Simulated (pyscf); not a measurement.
Optimised with ωB97X-D3(BJ)/def2-SVP in PySCF. MP2 and CC: frozen core, UHF for open shells. ΔMP2 is the change of the MP2 total energy from the triple- to the quadruple-zeta basis.

Problem. For `[CH3][CH][Cl]` [doublet] → `[CH2][CH2][Cl]` [doublet], a hydrogen shift (doublet surface; C–H broken, C–H formed), PBE/def2-TZVP gives ΔE‡ = 1.87 eV and ΔE = +0.23 eV (zero: the reactant's lowest minimum found). In which direction and how far do PBE0-D3(BJ)/def2-TZVP, ωB97M-D3(BJ)/def2-TZVP, CCSD(T)/def2-TZVPP + ΔMP2(QZVPP) move these?

Solution. PBE0-D3(BJ): ΔE‡ = 2.00 eV, ΔE = +0.22 eV; ωB97M-D3(BJ): ΔE‡ = 2.04 eV, ΔE = +0.20 eV; CCSD(T): ΔE‡ = 2.06 eV, ΔE = +0.17 eV. PBE's barrier lies under all of them, by 0.13 to 0.19 eV. Its reaction energy lies over all of them, by 0.01 to 0.06 eV. Low barriers are usual for a GGA, whose delocalisation error favours stretched bonds. This is the saddle that the search found; another between the same sides may lie lower. The CCSD(T) − MP2 part came from Ansatz, without density fitting, on the same reference.
